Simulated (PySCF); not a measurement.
## TDDFT excited states: C6H10OSi

C₆H₁₀OSi.
SMILES: `C(=C1CC1)[SiH]1COC1`

Computed with TDDFT CAM-B3LYP/def2-SVPD, vertical, gas phase, core orbitals frozen in the response in PySCF. Geometry: GFN2-xTB, one conformer, isolated molecule. Torsions of this conformer, `[CH:1](=[C:2]1[CH2:3][CH2:4]1)[SiH:5]1[CH2:6][O:7][CH2:8]1`: C2–C1–Si5–C6 -139°.

**Question.** Predict the UV-vis stick spectrum at this level.

**Answer.** 

| state | λ (nm) | E (eV) | f | symmetry | main configurations (H = HOMO, L = LUMO) |
| --- | --- | --- | --- | --- | --- |
| S1 | 216.3 | 5.73 | 0.0017 | – | H-2→L (70%), H-3→L (22%) |
| S2 | 204.1 | 6.07 | 0.0007 | – | H→L (89%) |
| S3 | 194.0 | 6.39 | 0.624 | A′ | H-1→L (95%) |
| S4 | 186.8 | 6.64 | 0.0013 | – | H→L+2 (55%), H→L+3 (20%), H→L+5 (9%) |
| S5 | 183.9 | 6.74 | 0.0065 | A″ | H-3→L (57%), H-2→L (19%), H-2→L+4 (9%) |
| S6 | 174.0 | 7.13 | 0.0006 | – | H-5→L (47%), H-1→L+1 (28%) |
| S7 | 173.3 | 7.15 | 0.0002 | – | H-5→L (37%), H-1→L+1 (32%) |
| S8 | 172.3 | 7.20 | 0.024 | A′ | H→L+1 (52%), H→L+2 (22%), H→L+5 (18%) |

Triplets, Tamm–Dancoff:

```json
{"state": "T1", "E (eV)": "4.23", "λ (nm)": "292.8", "main configurations (H = HOMO, L = LUMO)": "H-1→L (66%), H-4→L (20%)"}
{"state": "T2", "E (eV)": "5.28", "λ (nm)": "234.8", "main configurations (H = HOMO, L = LUMO)": "H-2→L (65%), H-3→L (26%)"}
{"state": "T3", "E (eV)": "5.99", "λ (nm)": "207.1", "main configurations (H = HOMO, L = LUMO)": "H→L (86%)"}
```

The lowest singlet lies at 5.73 eV (216 nm, ultraviolet) and is very weak; its leading configuration is HOMO-2→LUMO (70%). The strongest level in the table is S3 at 6.39 eV (194 nm, f = 0.624). Löwdin shares by element: HOMO oxygen 60%, carbon 20% or more, hydrogen 5% or more (atoms not listed hold the other 16%); LUMO carbon 47% or more, silicon 15% (atoms not listed hold the other 38%). Orbital energies (eV): HOMO-3 -9.92, HOMO-2 -8.99, HOMO-1 -8.83, HOMO -8.45, LUMO 0.27, LUMO+1 1.20, LUMO+2 1.65. The oscillator strengths of these states sum to 0.658; summed over the whole spectrum of an exact calculation they would give the number of electrons, 68 (Thomas–Reiche–Kuhn). Of the 8 states listed, 2 reach f = 0.01 and 1 stays under 0.0005. Symmetry labels in Cs follow from the direction of the transition dipole and are given only for states with f of 0.002 or more. Singlets were solved by full linear response, triplets in the Tamm–Dancoff approximation.

Time: 2.1 min of wall time; peak memory 1.2 GiB. Hardware: one thread, Arm Neoverse N1 (aarch64), on a shared host.
